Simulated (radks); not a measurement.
Problem. The mean radii <r> (bohr) of the occupied orbitals of an atom or ion are listed with their occupations. Calculated with a radial shooting solver on a logarithmic mesh with Libxc functionals: scalar-relativistic Kohn-Sham, r2SCAN, spin-polarised, spherical densities, finite nucleus; meta-GGA in the generalised Kohn-Sham scheme; Fermi nuclear charge, rms radius of each element as measured or else 0.836 A^(1/3) + 0.57 fm.

| orbital | occ. | <r> |
|---|---|---|
| 1s up | 1 | 0.02972 |
| 1s down | 1 | 0.02972 |
| 2s down | 1 | 0.1285 |
| 2s up | 1 | 0.1285 |
| 2p up | 3 | 0.1122 |
| 2p down | 3 | 0.1122 |
| 3s up | 1 | 0.3478 |
| 3s down | 1 | 0.3478 |
| 3p up | 3 | 0.3466 |
| 3p down | 3 | 0.3466 |
| 3d up | 5 | 0.3243 |
| 3d down | 5 | 0.3243 |
| 4s up | 1 | 0.8505 |
| 4s down | 1 | 0.8506 |
| 4p up | 3 | 0.9239 |
| 4p down | 3 | 0.9228 |
| 4d up | 5 | 1.180 |
| 4d down | 5 | 1.159 |
| 5s up | 1 | 2.470 |
| 5p up | 1 | 3.028 |

Name the element and its charge. Open shells, if any, are filled with parallel spins first.

Solution. Z = 49, indium, charge +1: In+ in [Kr] 4d10 5s1 5p1. The 1s radius gives Z: for a bare nucleus <r> = (2 gamma + 1)/(2Z) with gamma = sqrt(1 - (Z/c)^2), 0.02926 bohr for Z = 49, and screening makes it slightly larger (0.02972 here). The occupations add up to 48, and the charge is Z minus that.
